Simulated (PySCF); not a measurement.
Isomers of C6H18N2Si.

All values: PBE0/pcSseg-1 (PySCF) at PBE0-D3(BJ)/def2-SVP geometries, gas phase, one conformer each.

Task: Rank by HOMO energy, highest first.
A. Si(NMeEt)2H2 (`C(C)N([SiH2]N(C)CC)C`)
B. Si(NMe2)2Me2 (`[Si](C)(C)(N(C)C)N(C)C`)
C. SiH2(NHiPr)2 (`CC(C)N[SiH2]NC(C)C`)

Result: B (-5.89 eV), A (-6.22 eV), C (-6.55 eV).

Task: Rank by the lowest Hirshfeld charge on any atom, highest value first.
A. Si(NMeEt)2H2 (`[H][Si]([H])(N(C)CC)N(C)CC`)
B. Si(NMe2)2Me2 (`CN(C)[Si](C)(C)N(C)C`)
C. SiH2(NHiPr)2 (`[H][Si]([H])(NC(C)C)NC(C)C`)

Result: A (-0.167 e), B (-0.222 e), C (-0.241 e).

All values together:

| SMILES | μ (D) | HOMO (eV) | LUMO (eV) | lowest IAO charge (e) | highest IAO charge (e) | lowest Hirshfeld charge (e) | highest Hirshfeld charge (e) |
| --- | --- | --- | --- | --- | --- | --- | --- |
| [H][Si]([H])(N(C)CC)N(C)CC | 0.87 | -6.22 | 1.28 | -0.507 (N) | +0.950 (Si) | -0.167 (N) | +0.375 (Si) |
| CC[Si](CC)(NC)NC | 0.25 | -6.24 | 1.12 | -0.677 (N) | +1.254 (Si) | -0.243 (N) | +0.434 (Si) |
| [H][Si]([H])(NC(C)C)NC(C)C | 0.96 | -6.55 | 1.06 | -0.680 (N) | +0.962 (Si) | -0.241 (N) | +0.373 (Si) |
| CN(C)[Si](C)(C)N(C)C | 0.05 | -5.89 | 1.06 | -0.739 (C) | +1.254 (Si) | -0.222 (C) | +0.443 (Si) |
| CCCN(C)[SiH2]N(C)C | 0.82 | -6.19 | 1.18 | -0.510 (N) | +0.962 (Si) | -0.168 (N) | +0.378 (Si) |

Conformers: `[H][Si]([H])(N(C)CC)N(C)CC`; `CC[Si](CC)(NC)NC`; `[H][Si]([H])(NC(C)C)NC(C)C`; `CN(C)[Si](C)(C)N(C)C`; `[CH3:1][CH2:2][CH2:3][N:4]([CH3:5])[SiH2:6][N:7]([CH3:8])[CH3:9]` with C1–C2–C3–N4 56°, C2–C3–N4–C5 63°, C3–N4–Si6–N7 147°, N4–Si6–N7–C8 -53°.
